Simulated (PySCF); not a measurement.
C2H8N2Si2. Atoms are numbered in the order given.

```xyz
14

N      2.3612    -1.0385     0.6443
Si     0.9842    -0.5758    -0.2619
C      0.8424     1.0175    -1.2731
N     -0.1710     1.4827    -0.6311
C     -0.4212     0.5053     0.4629
Si    -2.2033    -0.1152     0.4879
H      2.7748    -1.9590     0.5793
H      2.9023    -0.4032     1.2165
H      0.5498    -1.8152    -0.9769
H      1.2411     1.5487    -2.1500
H     -0.2061     0.9652     1.4437
H     -2.3414    -1.1378     1.5723
H     -3.1774     0.9894     0.7407
H     -2.5330    -0.7601    -0.8202
```

The structure is a stationary point at PBE0-D3(BJ)/def2-SVP. The structure was generated by enumeration; whether it is a known compound was not checked. One conformer was computed; it need not be the lowest.

Calculation: PBE/pcSseg-1 in PySCF.

GIAO shieldings, no solvent; atoms listed in one row are averaged. δ = σ(ref) − σ: ¹⁵N against NH3 (σ = 267.0 ppm); ²⁹Si against TMS (σ = 335.4 ppm); ¹³C against TMS (σ = 182.0 ppm); ¹H against TMS (σ = 31.49 ppm), references at their B3LYP-D3(BJ)/def2-TZVP geometries, non-relativistic.

Task: Estimate the chemical shifts. (An estimate is asked for; the answer gives what the named calculation found.)

Result: 
| nucleus | atoms | count | δ (ppm) |
|---|---|---|---|
| ¹⁵N | N4 | 1 | 509.3 |
| ¹⁵N | N1 | 1 | 42.4 |
| ²⁹Si | Si2 | 1 | -14.5 |
| ²⁹Si | Si6 | 1 | -72.6 |
| ¹³C | C3 | 1 | 199.6 |
| ¹³C | C5 | 1 | 65.3 |
| ¹H | H10 | 1 | 8.84 |
| ¹H | H9 | 1 | 5.76 |
| ¹H | H11 | 1 | 4.41 |
| ¹H | H12, H13, H14 | 3 | 4.35 |
| ¹H | H7 | 1 | 2.00 |
| ¹H | H8 | 1 | 1.55 |
